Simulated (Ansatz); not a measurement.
Ansatz (a first-principles code) input (PBE/6-31G* with LANL2DZ past Ar): The .json file joins the Basis Set Exchange's 6-31G* for atoms up to Ar and LANL2DZ past it.

Ansatz 0.2 input:
```yaml
crystal:
  periodic: [false, false, false]
  atoms:
    - {symbol: In, position_ang: [0.00000000, -0.00000000, 0.00000000]}
    - {symbol: F, position_ang: [-1.65023800, -1.00267600, 0.05747100]}
    - {symbol: F, position_ang: [0.02001500, 1.78584200, -0.73642000]}
    - {symbol: F, position_ang: [1.63022200, -0.78316600, 0.67894900]}
basis:
  gaussian:
    orbitals: 6-31Gs+LANL2DZ.json
hamiltonian:
  xc: {name: PBE}
relax: {f_tol: 0.003, max_steps: 120}
```

Output:

```
Functional definition: PBE
integrals: 0.01 GiB planned
520 factors; their error is unknown
mean field: 0.09 GiB planned
mean field evaluation 1: about -8189.1361 eV, gradient 6.7e1 eV
mean field evaluation 2: about -8149.4446 eV, gradient 1.6e2 eV
mean field evaluation 4: about -8196.4756 eV, gradient 2.4e0 eV
mean field evaluation 8: about -8196.4644 eV, gradient 5.0e-2 eV
mean field evaluation 16: about -8196.4644 eV, gradient 8.8e-6 eV
mean field -8196.46442617 eV, -301.2145118985 hartree, gradient 8.8e-6 eV, S^2 0.000000; 0 other end points of the search recorded, 0 dependent functions left out
the calculation of the forces begins
reference -8196.46447855 eV, -301.2145138235 hartree; 15, 15 occupied and 38, 38 virtual orbitals, 520 factors
relax step   1: F+E_penalty+E_count = -8196.46442617 eV  Δ(F+E_penalty+E_count) = +0.000e0 eV  max|allowed force component| = 1.837e0 eV/Å  Δτ_max = 0.0000 Å  (25 SCF iters, accepted)
these checks for a lower state are left out or cut short: starts, cluster_reference, orbital_swaps, neighbouring_geometries, increment
integrals: 0.01 GiB planned
520 factors; their error is unknown
mean field: 0.09 GiB planned
mean field -8196.78201969 eV, -301.2261832452 hartree, gradient 8.4e-6 eV, S^2 0.000000; 0 other end points of the search recorded, 0 dependent functions left out
the calculation of the forces begins
reference -8196.78207175 eV, -301.2261851585 hartree; 15, 15 occupied and 38, 38 virtual orbitals, 520 factors
relax step   2: F+E_penalty+E_count = -8196.78201969 eV  Δ(F+E_penalty+E_count) = -3.176e-1 eV  max|allowed force component| = 7.298e-1 eV/Å  Δτ_max = 0.0744 Å  (27 SCF iters, accepted)
these checks for a lower state are left out or cut short: starts, cluster_reference, orbital_swaps, neighbouring_geometries, increment
integrals: 0.01 GiB planned
520 factors; their error is unknown
mean field: 0.09 GiB planned
mean field evaluation 32: about -8196.8270 eV, gradient 6.0e-6 eV
mean field -8196.82699376 eV, -301.2278360119 hartree, gradient 6.0e-6 eV, S^2 0.000000; 0 other end points of the search recorded, 0 dependent functions left out
the calculation of the forces begins
reference -8196.82704559 eV, -301.2278379164 hartree; 15, 15 occupied and 38, 38 virtual orbitals, 520 factors
relax step   3: F+E_penalty+E_count = -8196.82699376 eV  Δ(F+E_penalty+E_count) = -4.497e-2 eV  max|allowed force component| = 1.085e-1 eV/Å  Δτ_max = 0.0430 Å  (26 SCF iters, accepted)
these checks for a lower state are left out or cut short: starts, cluster_reference, orbital_swaps, neighbouring_geometries, increment
integrals: 0.01 GiB planned
520 factors; their error is unknown
mean field: 0.09 GiB planned
mean field -8196.82788768 eV, -301.2278688627 hartree, gradient 7.8e-6 eV, S^2 0.000000; 0 other end points of the search recorded, 0 dependent functions left out
the calculation of the forces begins
reference -8196.82793953 eV, -301.2278707683 hartree; 15, 15 occupied and 38, 38 virtual orbitals, 520 factors
relax step   4: F+E_penalty+E_count = -8196.82788768 eV  Δ(F+E_penalty+E_count) = -8.939e-4 eV  max|allowed force component| = 2.193e-3 eV/Å  Δτ_max = 0.0050 Å  (24 SCF iters, accepted)
integrals: 0.01 GiB planned
520 factors; their error is unknown
mean field: 0.09 GiB planned
mean field -8196.82788768 eV, -301.2278688627 hartree, gradient 7.9e-6 eV, S^2 0.000000; 1 other end points of the search recorded, 0 dependent functions left out
the calculation of the forces begins
reference -8196.82793953 eV, -301.2278707683 hartree; 15, 15 occupied and 38, 38 virtual orbitals, 520 factors
Total energy: -8196.82793953 eV, -301.2278707683 hartree
Atom 0 at     0.000045     0.000028    -0.000002 Å, force     0.000024     0.000015    -0.000001 eV/Å
Atom 1 at    -1.554497    -0.944504     0.054137 Å, force    -0.001967    -0.001195     0.000068 eV/Å
Atom 2 at     0.018775     1.682310    -0.693744 Å, force    -0.000033     0.002193    -0.000917 eV/Å
Atom 3 at     1.535676    -0.737833     0.639609 Å, force     0.001976    -0.001013     0.000849 eV/Å
Dipole moment:     0.000100     0.000061    -0.000003 e Å
```

The geometry given is a B3LYP-D3(BJ)/def2-TZVP minimum.
